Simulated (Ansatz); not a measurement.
## From F to Br: the atomisation energy (no zero-point term)

All atoms of one element are swapped for its congeners: MgF2 `[F][Mg][F]`; MgCl2 `[Cl][Mg][Cl]`; MgBr2 `[Br][Mg][Br]`. All are singlets with charge 0.

Shapes, held fixed at every level: PBE0-D4/def2-TZVP. Programs: Ansatz 0.2.0. Values in eV.

Q: How should the atomisation energy change along the series?

A: At CCSD(T)/def2-TZVPP the atomisation energy falls at every step, from 10.18 to 6.88 eV. Every level shows the same order. Relativity is left out for Br unless named. Correlated rows may include outer-core shells of Br, Mg, which these sets cover unevenly. Spin-orbit coupling, which grows down the group, is left out (summed over each molecule's free atoms 0.03, 0.07, 0.30 eV).

```
               level   MgF2  MgCl2  MgBr2
    SPW92/def2-TZVPP  11.99   8.86   7.85
r2SCAN-D4/def2-TZVPP  10.65   8.38   7.46
 BHLYP-D4/def2-TZVPP   9.72   7.75   6.86
  wB97X-V/def2-TZVPP  10.52   8.19   7.18
        MP2/def2-SVP  10.76   7.98   7.16
    CCSD(T)/def2-SVP   9.94   7.51   6.69
  CCSD(T)/def2-TZVPP  10.18   7.76   6.88
```
